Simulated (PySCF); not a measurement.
C₃H₇NOSi.
Numbering: `[CH3:1][O:2][Si@H:3]([CH3:4])[C:5]#[N:6]` (hydrogens: H7, H8, H9 on C1; H10 on Si3; H11, H12, H13 on C4)

All values: wB97X-D/def2-SVPD (PySCF, non-relativistic), on one gas-phase PBE0-D3(BJ)/def2-SVP geometry that isn't relaxed in the solvent. The solvent is an IEF-PCM continuum (cavity from Bondi-type radii × 1.2), and excitations are vertical TDDFT with non-equilibrium linear response and a frozen core. Specific hydrogen bonds and non-electrostatic terms are outside this model.

Gas-phase singlets (H = HOMO, L = LUMO):

```tsv
state	E (eV)	λ (nm)	f	leading configurations
S1	6.950	178	0.002	H-2→L 27%, H→L 20%, H-1→L 18%
S2	7.164	173	0.001	H→L 70%, H-1→L 9%
S3	7.393	168	0.007	H-3→L 27%, H-2→L+1 24%, H-2→L 10%
S4	7.438	167	0.002	H-3→L+1 39%, H-1→L+1 11%, H-2→L 10%
S5	7.689	161	0.009	H→L+1 74%
```

Q: How does the list change in chloroform (ε = 4.711)?

A: 
```json
{"state": "S1", "E (eV)": "6.935", "λ (nm)": "179", "f": "0.004", "leading configurations": "H→L 69%, H-2→L 10%", "change by rank (eV)": "-0.015"}
{"state": "S2", "E (eV)": "7.131", "λ (nm)": "174", "f": "0.001", "leading configurations": "H→L 25%, H-1→L 22%, H-2→L 17%", "change by rank (eV)": "-0.033"}
{"state": "S3", "E (eV)": "7.424", "λ (nm)": "167", "f": "0.024", "leading configurations": "H→L+1 44%, H-3→L 14%, H-2→L+1 14%", "change by rank (eV)": "+0.031"}
{"state": "S4", "E (eV)": "7.502", "λ (nm)": "165", "f": "0.000", "leading configurations": "H-3→L+1 30%, H-1→L+1 19%, H-2→L 11%", "change by rank (eV)": "+0.064"}
{"state": "S5", "E (eV)": "7.583", "λ (nm)": "163", "f": "0.010", "leading configurations": "H→L+1 40%, H-3→L+1 20%, H-1→L 13%", "change by rank (eV)": "-0.106"}
```

Q: What are the lowest 5 singlets in dichloromethane (ε = 8.93)?

A: 
| state | E (eV) | λ (nm) | f | leading configurations | change by rank (eV) |
| --- | --- | --- | --- | --- | --- |
| S1 | 6.920 | 179 | 0.004 | H→L 74% | -0.030 |
| S2 | 7.135 | 174 | 0.002 | H-1→L 24%, H→L 19%, H-2→L 18% | -0.029 |
| S3 | 7.417 | 167 | 0.026 | H→L+1 56%, H-4→L+1 10%, H-3→L 10% | +0.024 |
| S4 | 7.514 | 165 | 0.000 | H-3→L+1 24%, H-1→L+1 20%, H-3→L 13% | +0.076 |
| S5 | 7.577 | 164 | 0.009 | H→L+1 29%, H-3→L+1 24%, H-1→L 16% | -0.112 |

Q: How do the frontier levels move from gas to dichloromethane?

A: 
| orbital | gas (eV) | solvent (eV) | change (eV) | Löwdin shares, gas | Löwdin shares, solvent |
| --- | --- | --- | --- | --- | --- |
| LUMO+2 | 2.21 | 2.38 | +0.17 | Si3 29 %, C5 13 %, C1 13 %, C4 7 % | Si3 31 %, C5 16 %, C1 12 %, C4 7 % |
| LUMO+1 | 1.42 | 1.37 | -0.05 | N6 25 %, C5 24 %, Si3 23 %, C4 8 % | C5 30 %, N6 30 %, Si3 20 %, H10 6 % |
| LUMO | 1.14 | 1.10 | -0.04 | C5 26 %, N6 25 %, Si3 21 %, O2 7 % | C5 30 %, N6 28 %, Si3 19 %, O2 7 % |
| HOMO | -10.64 | -10.46 | +0.18 | O2 53 %, C1 13 %, Si3 9 %, H10 7 % | O2 51 %, C1 14 %, Si3 9 %, H9 7 % |
| HOMO-1 | -11.15 | -11.01 | +0.14 | O2 39 %, C1 11 %, N6 9 %, Si3 9 % | O2 42 %, C1 14 %, Si3 9 %, C4 7 % |
| HOMO-2 | -11.60 | -11.54 | +0.06 | N6 27 %, C5 22 %, O2 14 %, C4 11 % | C4 20 %, O2 14 %, Si3 13 %, N6 13 % |
| HOMO-3 | -11.93 | -12.17 | -0.24 | N6 47 %, C5 36 %, Si3 5 % | N6 44 %, C5 34 %, Si3 7 % |

The HOMO–LUMO gap goes from 11.78 to 11.56 eV. Rows go by rank; for HOMO-3 and HOMO-2 the atom shares or the degeneracy differ between the runs, so the row needn't follow one orbital.

Cost: about 50 s of CPU time on one thread; the machine was shared, so the figure is rough. This is the whole response run at wB97X-D/def2-SVPD in dichloromethane, SCF included.

Shape of the structure used: `[CH3:1][O:2][Si@H:3]([CH3:4])[C:5]#[N:6]`: C1–O2–Si3–C4 174°.
